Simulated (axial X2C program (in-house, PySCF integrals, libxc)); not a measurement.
# Potential curves of CoF⁺, two-component

Calculated with an axial X2C code built on PySCF integrals. Two-component (2c) means X2C with spin–orbit coupling and atomic mean-field two-electron Coulomb and Gaunt terms. Basis: Co dyall-cv3z [9s10p6d3f2g], F dyall-av3z [7s6p3d2f] (cores contracted in-house); Gaussian nuclei, density fitting, unrestricted open shells. Masses: Co 58.933 u, F 18.998 u.

State: Ω = 9/2 (⟨Sz⟩ = 1.50, ⟨Lz⟩ = 3.00 at HF). Energies in eV from the lowest point of each curve. Fits are polynomials in 1 − R0/R over 0.85 to 1.23 times the lowest point R0.

```
 R (Å)     MP2    CCSD  CCSD(T)
1.4694  1.3283                 
1.5370  0.5861  0.5858   0.5800
1.5877  0.2549  0.2513   0.2488
1.6383  0.0707  0.0676   0.0670
1.6890  0.0000  0.0000   0.0000
1.7481  0.0270  0.0327   0.0319
1.8072  0.1411  0.1540   0.1509
1.8832  0.3770  0.4005   0.3927
1.9761  0.7511                 
2.1113  1.3805
```

Correlated methods: 15 electrons correlated (number of frozen shells: Co 3 s, 2 p; F 1 s), 249 virtual spin orbitals or spinors in MP2, 90 natural virtuals in coupled cluster.

The state is one determinant whose occupation by symmetry is held fixed; it was picked as the lowest of a PBE0 search that is not exhaustive. Coupled cluster ran in a truncated set of natural virtual spinors; the MP2 energy of the rest was added. (T) has no such correction and the atoms are truncated less, which lowers De at CCSD(T) by a hundredth of an eV or more. Other states lie close and PBE0, whose exact exchange favours high spin, may order them wrongly; the determinant shown need not be the ground state. The nearest other 2c determinant of the search, Ω = 7/2, lies 0.18 eV up at the distance of the search. With several unpaired electrons one determinant need not be a pure state. Coupled cluster ran on the points near the minimum only. MP2 and coupled cluster on one determinant become unreliable at the stretched end.

**Question.** What are Re and ωe at the MP2 level?

**Answer.** At MP2, 2c: Re = 1.703 Å, ωe ≈ 774 cm⁻¹; Be follows as 0.405 cm⁻¹.

**Question.** Fit the CCSD curve near its minimum: give the equilibrium distance and the harmonic wavenumber.

**Answer.** At CCSD, 2c: Re = 1.700 Å, ωe ≈ 787 cm⁻¹; Be follows as 0.406 cm⁻¹.

**Question.** What are Re and ωe at the CCSD(T) level?

**Answer.** At CCSD(T), 2c: Re = 1.700 Å, ωe ≈ 781 cm⁻¹; Be follows as 0.406 cm⁻¹.
